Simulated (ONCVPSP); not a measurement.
**PBEsol ONCV dataset for molybdenum (Mo), fully relativistic all-electron reference.**

molybdenum, optimised norm-conserving Vanderbilt (ONCV), made with ONCVPSP 4.0.1 (PBEsol, fully relativistic). Core [Ar] 3d10, reference 4s2 4p6 4d5 5s0.5 5p0.5. Waves: 4s+5s: rc 2.15 bohr, ncon 5, nbas 9, qcut 5.7 1/bohr, 3 projectors, debl 2.3 Ha; 4p+5p: rc 2.20 bohr, ncon 4, nbas 9, qcut 5.6 1/bohr, 2 projectors; 4d: rc 2.10 bohr, ncon 4, nbas 9, qcut 8.4 1/bohr, 3 projectors, debl 2.8 Ha. Local part: polynomial inside 1.85 bohr (lpopt 5, dvloc0 1 Ha). Core correction: none.

Open shells are filled in proportion to 2j + 1.

All-electron outer shells of the reference configuration (PBEsol, scalar-relativistic, ld1.x):

```
shell  level (eV)  outermost node (bohr)  outermost maximum (bohr)
   3p     -379.65                   0.17                      0.38
   3d     -221.67                      –                      0.32
   4s      -65.01                   0.51                      0.99
   4p      -39.17                   0.52                      1.08
   5s       -4.60                   1.34                      2.93
   4d       -4.43                   0.53                      1.38
   5p       -1.40                   1.54                      4.00
```

Problem. Does the generator finish with these settings?

Solution. Yes, a potential is produced and its reference levels are reproduced.

Problem. Estimate the cutoffs (Ha) at which the residual kinetic energy of the hardest occupied pseudo-wave falls to 1 and 0.1 mHa per electron.

Solution. 19 Ha and 23 Ha.

Problem. Does the potential have ghost states?

Solution. No bound ghost flagged; no localised positive-energy state flagged.

Problem. Which valence shell sets the plane-wave cutoff?

Solution. 4d: 19 Ha for 1 mHa per electron, against 12 Ha for 4p.

Problem. Tests: 4s2 4p6 4d5 5s1 5p0; 4s2 4p6 4d5 5s0 5p0; 4s2 4p6 4d4 5s0 5p0; 4s2 4p5 4d5 5s1 5p0. Which has the largest error in its energy relative to the reference configuration, and how large is it?

Solution. 4s2 4p5 4d5 5s1 5p0, with -17 meV (all-electron minus pseudo) on +42.42 eV.
